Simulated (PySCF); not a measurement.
B(Cl)(OMe)(SiH3) (CH₆BClOSi), SMILES COB([SiH3])Cl.

Geometry optimised at r2SCAN-D4/def2-SVP. This is a generated structure with no PubChem entry under its InChIKey; it may be hypothetical. The values are those of a single conformer.

All values below come from B3LYP/def2-TZVP run with PySCF.

The molecule is in vacuum.

Question: Estimate the frontier levels, gap, dipole moment and polarisability. (Estimate from the structure and the level; the computed values follow.)

Answer: 
```json
{
 "highest_occupied_level": "-7.89 eV",
 "lowest_empty_level": "-1.28 eV",
 "orbital_gap": "6.60 eV",
 "dipole_moment": "2.53 D",
 "quadrupole, principal values (traceless, Buckingham form, about the centre of nuclear charge)": "-6.50, 0.69, 5.81 D·Å",
 "mean_static_polarisability": "71.8 bohr³ (10.64 Å³)",
 "polarisability_principal_values": "56.8, 74.9, 83.7 bohr³"
}
```
